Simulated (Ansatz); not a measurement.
`CB[SiH2]O` + `C=S` → `CBC=S` + silanol at 600 K and 1 bar (formal exchange of groups at a B–Si bond).

Program: Ansatz. Geometries: PBE0-D4/def2-TZVP. ΔE: electronic, gas phase. CBS: MP2 limit from def2 TZ/QZ plus the TZ coupled-cluster correction, frozen cores. This one scheme is used for every species. Each species was taken in one conformer, which may not be the lowest.

```json
{"species": "`CB[SiH2]O`", "CCSD(T)/CBS energy (Eh)": "-431.33160", "H − E (kJ/mol)": "270.7", "S (J/(mol·K))": "437.5"}
{"species": "`C=S`", "CCSD(T)/CBS energy (Eh)": "-436.98974", "H − E (kJ/mol)": "88.9", "S (J/(mol·K))": "261.7"}
{"species": "`CBC=S`", "CCSD(T)/CBS energy (Eh)": "-501.64970", "H − E (kJ/mol)": "220.4", "S (J/(mol·K))": "386.4"}
{"species": "`O[SiH3]`", "CCSD(T)/CBS energy (Eh)": "-366.69042", "H − E (kJ/mol)": "135.7", "S (J/(mol·K))": "307.9"}
```

H − E and S are ideal-gas, rigid-rotor, harmonic terms from PBE0-D4/def2-TZVP, for one conformer and one mirror image of each species. 1 Eh = 2625.50 kJ/mol, R = 8.31446 J/(mol·K).

Question: By hand: ΔE, ΔH, ΔS and ΔG.

Answer: ΔE = (-501.64970) + (-366.69042) − (-431.33160) − (-436.98974) = -0.01878 Eh = -49.3 kJ/mol. Δ(H − E) = 220.4 + 135.7 − 270.7 − 88.9 = -3.5, so ΔH = -52.8 kJ/mol. ΔS = 386.4 + 307.9 − 437.5 − 261.7 = -4.9 J/(mol·K). ΔG = -52.8 − 600 × (-4.9)/1000 = -49.9 kJ/mol.

Question: By hand: the equilibrium constant, and the temperature at which ΔG would vanish if ΔH and ΔS stayed fixed.

Answer: log₁₀ K = −ΔG/(RT ln 10) = 4.3. ΔG = 0 at ΔH/ΔS = 10776 K, far beyond where these terms or the molecules hold.

The number of gas molecules stays the same, so ΔS is small and ΔH decides. A doubt of 5 kJ/mol in ΔE shifts log₁₀ K by 0.4 here. Other conformers and mirror images would add mixing entropy, several J/(mol·K) or more a flexible species. These are equilibria of isolated gas molecules and say nothing of rates. Largest T1 diagnostic: 0.019 (customary marks: 0.02 for closed shells, 0.045 for open ones).
